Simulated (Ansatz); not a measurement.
Reaction (substitution at a C–C bond): `C=CC(=C)F` + `[NH2][AlH2]` → `C=C(F)[NH][AlH2]` + ethylene

Isolated molecules relaxed with PBE0-D4/def2-TZVP in Ansatz; ΔE leaves out vibrations. CCSD(T)/CBS adds triple-zeta CCSD(T) − MP2 to the extrapolated MP2 energy (def2 sets, frozen cores). This one scheme is used for every species. DFT in def2-TZVPP. B3LYP here is the variant with VWN-RPA as its local correlation; programs differ in this. Each species was taken in one conformer, which may not be the lowest.

```
             level  ΔE (kJ/mol)  difference from CCSD(T)/CBS
            PBE-D4         22.9                         -3.5
         r2SCAN-D4         23.5                         -2.9
           PBE0-D4         21.1                         -5.3
          B3LYP-D4         21.8                         -4.6
           ωB97X-V         18.7                         -7.7
           ωB97M-V         19.7                         -6.7
            B2PLYP         23.4                         -3.0
               PBE         23.3                         -3.1
            r2SCAN         23.6                         -2.8
              PBE0         21.5                         -4.9
             B3LYP         22.6                         -3.8
     HF/def2-TZVPP         15.8                        -10.6
    MP2/def2-TZVPP         25.2                         -1.2
SCS-MP2/def2-TZVPP         23.9                         -2.5
   CCSD/def2-TZVPP         22.2                         -4.2
CCSD(T)/def2-TZVPP         23.8                         -2.6
     HF/def2-QZVPP         16.5                         -9.9
    MP2/def2-QZVPP         27.0                          0.6
SCS-MP2/def2-QZVPP         25.7                         -0.7
      HF/CBS(def2)         16.5                         -9.9
     MP2/CBS(def2)         27.9                          1.5
    CCSD/CBS(def2)         24.9                         -1.5
       CCSD(T)/CBS         26.4                            0
```

Largest T1 diagnostic among the species: 0.013.

In def2-TZVPP, CCSD(T) changes the Hartree–Fock value by +8.0 kJ/mol (the triples alone add +1.6 kJ/mol) and MP2 by +9.5 kJ/mol.
